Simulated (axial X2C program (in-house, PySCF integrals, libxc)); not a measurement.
# Spectroscopic constants of SbO⁺

Calculated with an in-house relativistic program for diatomic molecules. Spin-free means the one-electron spin-free X2C Hamiltonian. Basis: Sb dyall-cv3z [11s12p8d4f1g], O dyall-av3z [7s6p3d2f] (cores contracted in-house); Gaussian nuclei, density fitting, unrestricted open shells. Masses: Sb 120.904 u, O 15.995 u.

State, spin-free: M_S = 0, Λ = 0 (closed shell); electrons by block: σα: 13, σβ: 13, π+α: 6, π+β: 6, π-α: 6, π-β: 6, δ+α: 2, δ+β: 2, δ-α: 2, δ-β: 2. Fragments: Sb+ + O.

```csv
Hamiltonian,level,Re (Å),ωe (cm⁻¹),Be (cm⁻¹),αe (cm⁻¹),De (eV),D0 (eV),k (mdyn/Å),μ (D)
spin-free,PBE0,1.752,997.2,0.3889,0.00191,4.97,4.91,8.28,-3.47
spin-free,HF,1.712,1130.8,0.407,0.00173,1.05,0.984,10.6,-4.35
spin-free,CCSD,1.762,987.4,0.3844,0.0019,4.64,4.58,8.12,n/a
spin-free,CCSD(T),1.787,902.7,0.3738,0.00224,5.20,5.14,6.78,n/a
spin-free,B97-3,1.755,993.2,0.3876,0.0019,5.08,5.02,8.21,-3.60
```

Correlated methods: 10 electrons correlated (number of frozen shells: Sb 4 s, 3 p, 2 d; O 1 s), 258 virtual spin orbitals or spinors in MP2, 90 natural virtuals in coupled cluster.

Dipoles are positive if O is the positive end and refer to the centre of mass.

Occupations by symmetry block were frozen at the best pattern of an incomplete PBE0 search. Closed shells are restricted here (equal orbitals for both partners); the stretched side of such a curve lies too high. De is counted from the lowest determinant-based energies of the atoms at the same level, without counterpoise correction. Coupled cluster ran in a truncated set of natural virtual spinors; the MP2 energy of the rest was added. (T) has no such correction and the atoms are truncated less, which lowers De at CCSD(T) by a hundredth of an eV or more. The T1 diagnostic is large, a sign of multireference character. With the outer-core shells frozen, correlated bond lengths of heavy atoms tend to come out a few hundredths of an ångström too long. Spin-free De lacks the spin–orbit lowering of the heavy p-block atom, a tenth of an eV or more for 4p and 5p, up to an eV for 6p and one to two eV for 7p atoms, less what an open-shell molecule gains itself.

No reliable constants came from B97-3 (2c), CCSD (2c), CCSD(T) (2c), HF (2c), MP2 (2c), MP2 (spin-free), PBE0 (2c): no minimum in range, unconverged points, a curve that is not smooth, a change of character along it, or the two Hamiltonians disagreeing along it.

The whole task took 2.5 min on 1 thread of Intel(R) Xeon(R) Processor @ 2.30GHz, with other jobs on the host.
